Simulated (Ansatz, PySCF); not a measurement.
Isomers of CHN: 1 is N#C, 2 is [NH+]#[C-]; one conformer of each (the lowest of an xTB search), B3LYP-D3(BJ)/def2-TZVP minima.
Isomer 1 (charge 0, multiplicity 1, Z-matrix in Å and degrees):
```
C
N 1 1.1462
H 1 1.0667 2 180.00
```
Isomer 2 (charge 0, multiplicity 1):
```xyz
3

C      1.1085    -0.0015     0.0000
N     -0.0555     0.0000     0.0000
H     -1.0530     0.0015     0.0000
```

No zero-point or thermal terms.

Frozen-core correlation. CBS: X⁻³ extrapolation of the correlation energy, Hartree–Fock from the larger set.

Codes used: Ansatz (an electronic-structure program); PySCF for the dispersion terms. Each number belongs to the level named beside it.

The comparison value is 0.642 eV (CCSD(T)/CBS(cc-pVTZ, cc-pVQZ)). It is a level with limits of its own, not the exact answer.

Q: Order these levels by how close they come to the comparison value for the electronic energy of isomer 2 less that of isomer 1, closest first: PBE0-D4/def2-TZVPP, B3LYP-D4/def2-TZVPP, BHLYP/def2-TZVPP, wB97M-V/def2-TZVPP. Give each level's value less the comparison value.

A: B3LYP-D4/def2-TZVPP (-0.041 eV), PBE0-D4/def2-TZVPP (-0.050 eV), BHLYP/def2-TZVPP (-0.102 eV), wB97M-V/def2-TZVPP (-0.111 eV)
